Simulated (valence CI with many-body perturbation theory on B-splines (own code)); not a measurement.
# E1 line list for Re⁵⁹⁺

Method: valence CI with perturbative core correlation (CI+MBPT): six valence electrons over a frozen Dirac-Fock core [Ne], radial functions for each j: 9 s, 9 p, 8 d, 6 f, 3 g, 1 h, with the one-electron correlation potential Σ1 (screened to all orders), the two-electron term Σ2, the three-electron term Σ3, Breit, model QED; selected single and double excitations, second order for the rest, scaled by the run's own slope (own B-spline code, finite nucleus).

The last digits are not significant, and no measured levels were compared; by estimate large intervals hold to a few tenths of a per cent, small ones and those within an open d or f shell to about a per cent. Among the levels kept, up to 960 cm⁻¹ of a level comes from second order outside the variational space, and about a tenth of that is noise between levels of different J, which matters for small intervals.

Lines 1 to 50 of 119 in falling wavelength, among levels below 5881.0 × 10³ cm⁻¹, chosen from the strongest by gf and those to the six lowest levels. Wavelengths and rates use the calculated energies. Electric multipoles are in the length gauge with retardation, E1 and E2 with the static RPA response of the core. Weak lines are less certain than strong ones. Lines between different terms over intervals too small for the method are left out, as are lines whose strength nearly cancels. The highest levels of a list are the least certain.

Levels are named by their leading jj configuration (3d3/2^4 stands for four electrons in 3d with j = 3/2), which in mixed levels can hold well under half, so a name can repeat and another be missing. Letters in brackets count levels of one name in rising energy.

| λ vac (Å) | Upper | Lower | A (s⁻¹) | S (a.u.) with core polarisation | S without |
| --- | --- | --- | --- | --- | --- |
| 962.4 | (3s^2 3p1/2 3p3/2^2 3d5/2) J=4 [b] | (3s^2 3p1/2^2 3d5/2^2) J=4 | 3.35e+04 | 1.33e-04 | 1.35e-04 |
| 706.3 | (3s^2 3p1/2 3p3/2^2 3d3/2) J=4 | (3s^2 3p1/2^2 3d3/2 3d5/2) J=4 | 6.72e+04 | 1.05e-04 | 1.07e-04 |
| 353.9 | (3s^2 3p1/2 3p3/2^3) J=1 | (3s^2 3p1/2^2 3p3/2 3d5/2) J=2 | 5.07e+05 | 3.32e-05 | 3.38e-05 |
| 277.1 | (3s^2 3p1/2 3p3/2^3) J=2 | (3s^2 3p1/2^2 3p3/2 3d5/2) J=2 | 1.31e+06 | 6.89e-05 | 7.00e-05 |
| 273.6 | (3s^2 3p1/2 3p3/2^2 3d3/2) J=3 [b] | (3s^2 3p1/2^2 3d3/2 3d5/2) J=4 | 5.82e+05 | 4.12e-05 | 4.19e-05 |
| 214.7 | (3s^2 3p1/2 3p3/2^2 3d3/2) J=2 [c] | (3s^2 3p1/2^2 3d3/2 3d5/2) J=2 | 1.00e+06 | 2.45e-05 | 2.48e-05 |
| 195.2 | (3s^2 3p1/2 3p3/2^2 3d3/2) J=1 [b] | (3s^2 3p1/2^2 3d3/2 3d5/2) J=2 | 1.46e+06 | 1.61e-05 | 1.64e-05 |
| 179.6 | (3s^2 3p1/2 3p3/2^2 3d3/2) J=2 [c] | (3s^2 3p1/2^2 3d3/2 3d5/2) J=3 | 1.51e+06 | 2.16e-05 | 2.19e-05 |
| 138.4 | (3s^2 3p1/2 3p3/2^2 3d3/2) J=1 [a] | (3s^2 3p1/2^2 3d3/2^2) J=0 | 4.03e+06 | 1.58e-05 | 1.60e-05 |
| 135.2 | (3s^2 3p1/2 3p3/2^2 3d5/2) J=3 [a] | (3s^2 3p1/2^2 3d3/2 3d5/2) J=2 | 1.43e+06 | 1.22e-05 | 1.23e-05 |
| 124.5 | (3s^2 3p1/2 3p3/2^2 3d5/2) J=4 [b] | (3s^2 3p1/2^2 3d3/2 3d5/2) J=4 | 8.59e+06 | 7.35e-05 | 7.46e-05 |
| 120.6 | (3s^2 3p1/2 3p3/2^2 3d5/2) J=5 | (3s^2 3p1/2^2 3d3/2 3d5/2) J=4 | 2.95e+07 | 2.81e-04 | 2.85e-04 |
| 120.3 | (3s^2 3p1/2 3p3/2^2 3d5/2) J=3 [a] | (3s^2 3p1/2^2 3d3/2 3d5/2) J=3 | 3.85e+06 | 2.32e-05 | 2.35e-05 |
| 120.2 | (3s^2 3p1/2 3p3/2^2 3d5/2) J=1 | (3s^2 3p1/2^2 3d3/2 3d5/2) J=1 | 6.99e+06 | 1.80e-05 | 1.82e-05 |
| 117.6 | (3s^2 3p1/2 3p3/2^2 3d5/2) J=0 | (3s^2 3p1/2^2 3d3/2 3d5/2) J=1 | 3.56e+07 | 2.85e-05 | 2.89e-05 |
| 111.1 | (3s^2 3p1/2 3p3/2^2 3d3/2) J=2 [a] | (3s^2 3p1/2^2 3d3/2^2) J=2 | 5.22e+06 | 1.77e-05 | 1.79e-05 |
| 106.8 | (3s^2 3p1/2 3p3/2^2 3d5/2) J=4 [b] | (3s^2 3p1/2^2 3d3/2 3d5/2) J=3 | 3.32e+07 | 1.80e-04 | 1.82e-04 |
| 103.6 | (3s^2 3p1/2 3p3/2^2 3d3/2) J=3 [a] | (3s^2 3p1/2^2 3d3/2^2) J=2 | 3.98e+07 | 1.53e-04 | 1.55e-04 |
| 101.1 | (3s^2 3p1/2 3p3/2^3) J=1 | (3s^2 3p1/2^2 3p3/2 3d3/2) J=0 | 9.30e+06 | 1.42e-05 | 1.44e-05 |
| 100.9 | (3s^2 3p1/2 3p3/2^3) J=1 | (3s^2 3p1/2^2 3p3/2 3d3/2) J=1 | 1.21e+07 | 1.84e-05 | 1.87e-05 |
| 94.23 | (3s^2 3p1/2 3p3/2^3) J=1 | (3s^2 3p1/2^2 3p3/2 3d3/2) J=2 | 1.38e+06 | 1.71e-06 | 1.74e-06 |
| 93.86 | (3s^2 3p1/2 3p3/2^3) J=2 | (3s^2 3p1/2^2 3p3/2 3d3/2) J=3 | 2.76e+06 | 5.64e-06 | 5.70e-06 |
| 93.51 | (3s^2 3p1/2 3p3/2^3) J=2 | (3s^2 3p1/2^2 3p3/2 3d3/2) J=1 | 7.02e+07 | 1.42e-04 | 1.44e-04 |
| 93.03 | (3s^2 3p1/2^2 3d3/2^2) J=2 | (3s^2 3p1/2^2 3p3/2 3d5/2) J=3 | 8.08e+07 | 1.60e-04 | 1.62e-04 |
| 92.71 | (3s^2 3p1/2 3p3/2^2 3d5/2) J=3 [b] | (3s^2 3p1/2^2 3d3/2 3d5/2) J=2 | 8.25e+06 | 2.27e-05 | 2.31e-05 |
| 87.75 | (3s^2 3p1/2 3p3/2^3) J=2 | (3s^2 3p1/2^2 3p3/2 3d3/2) J=2 | 4.78e+07 | 7.97e-05 | 8.09e-05 |
| 86.10 | (3s^2 3p1/2 3p3/2^2 3d3/2) J=1 [b] | (3s^2 3p1/2^2 3d3/2^2) J=0 | 5.79e+07 | 5.47e-05 | 5.55e-05 |
| 85.48 | (3s^2 3p1/2 3p3/2^2 3d5/2) J=3 [b] | (3s^2 3p1/2^2 3d3/2 3d5/2) J=3 | 4.98e+06 | 1.07e-05 | 1.09e-05 |
| 81.30 | (3s^2 3p1/2^2 3d3/2^2) J=2 | (3s^2 3p1/2^2 3p3/2 3d5/2) J=2 | 5.24e+07 | 6.95e-05 | 7.04e-05 |
| 79.63 | (3s^2 3p1/2 3p3/2^2 3d3/2) J=3 [b] | (3s^2 3p1/2^2 3d3/2^2) J=2 | 7.62e+07 | 1.33e-04 | 1.35e-04 |
| 76.06 | (3s^2 3p1/2 3p3/2^2 3d3/2) J=2 [c] | (3s^2 3p1/2^2 3d3/2^2) J=2 | 5.50e+07 | 5.97e-05 | 6.06e-05 |
| 73.47 | (3s^2 3p1/2 3p3/2^2 3d3/2) J=1 [b] | (3s^2 3p1/2^2 3d3/2^2) J=2 | 1.43e+07 | 8.43e-06 | 8.56e-06 |
| 69.58 | (3s 3p1/2^2 3p3/2^3) J=2 | (3s^2 3p1/2 3p3/2^3) J=2 | 1.22e+10 | 1.02e-02 | 1.03e-02 |
| 65.99 | (3s 3p1/2^2 3p3/2^3) J=2 | (3s^2 3p1/2 3p3/2^3) J=1 | 1.73e+10 | 1.22e-02 | 1.24e-02 |
| 62.26 | (3s 3p1/2^2 3p3/2^3) J=1 | (3s^2 3p1/2 3p3/2^3) J=2 | 3.10e+10 | 1.11e-02 | 1.12e-02 |
| 59.37 | (3s 3p1/2^2 3p3/2^3) J=1 | (3s^2 3p1/2 3p3/2^3) J=1 | 9.52e+09 | 2.95e-03 | 2.99e-03 |
| 56.54 | (3s^2 3p1/2 3p3/2^2 3d3/2) J=2 [a] | (3s^2 3p1/2 3p3/2^3) J=2 | 2.44e+09 | 1.09e-03 | 1.10e-03 |
| 55.82 | (3s^2 3p1/2 3p3/2^2 3d3/2) J=1 [a] | (3s^2 3p1/2 3p3/2^3) J=2 | 2.20e+10 | 5.68e-03 | 5.76e-03 |
| 54.62 | (3s^2 3p1/2^2 3d3/2 3d5/2) J=2 | (3s^2 3p1/2^2 3p3/2 3d5/2) J=1 | 8.02e+09 | 3.23e-03 | 3.27e-03 |
| 54.56 | (3s^2 3p1/2^2 3d3/2 3d5/2) J=3 | (3s^2 3p1/2^2 3p3/2 3d5/2) J=3 | 4.56e+09 | 2.56e-03 | 2.59e-03 |
| 54.51 | (3s^2 3p1/2^2 3p3/2 3d3/2) J=1 | (3s^2 3p1/2^2 3p3/2^2) J=0 | 5.48e+09 | 1.31e-03 | 1.33e-03 |
| 54.51 | (3s^2 3p1/2 3p3/2^2 3d3/2) J=3 [a] | (3s^2 3p1/2 3p3/2^3) J=2 | 2.51e+09 | 1.40e-03 | 1.42e-03 |
| 54.14 | (3s^2 3p1/2 3p3/2^2 3d3/2) J=2 [a] | (3s^2 3p1/2 3p3/2^3) J=1 | 7.50e+08 | 2.94e-04 | 2.98e-04 |
| 53.79 | (3s^2 3p1/2 3p3/2^2 3d3/2) J=0 | (3s^2 3p1/2 3p3/2^3) J=1 | 1.45e+10 | 1.11e-03 | 1.13e-03 |
| 53.48 | (3s^2 3p1/2 3p3/2^2 3d3/2) J=1 [a] | (3s^2 3p1/2 3p3/2^3) J=1 | 2.94e+08 | 6.65e-05 | 6.69e-05 |
| 53.47 | (3s^2 3p1/2^2 3d3/2 3d5/2) J=1 | (3s^2 3p1/2^2 3p3/2 3d5/2) J=1 | 2.66e+09 | 6.02e-04 | 6.10e-04 |
| 51.98 | (3s^2 3p1/2^2 3d3/2 3d5/2) J=2 | (3s^2 3p1/2^2 3p3/2 3d5/2) J=3 | 5.43e+09 | 1.88e-03 | 1.91e-03 |
| 51.91 | (3s^2 3p1/2^2 3p3/2 3d3/2) J=2 | (3s^2 3p1/2^2 3p3/2^2) J=2 | 9.22e+09 | 3.18e-03 | 3.22e-03 |
| 51.70 | (3s^2 3p1/2^2 3d3/2^2) J=2 | (3s^2 3p1/2^2 3p3/2 3d3/2) J=3 | 8.26e+09 | 2.82e-03 | 2.85e-03 |
| 51.59 | (3s^2 3p1/2^2 3d3/2^2) J=2 | (3s^2 3p1/2^2 3p3/2 3d3/2) J=1 | 1.09e+10 | 3.68e-03 | 3.73e-03 |
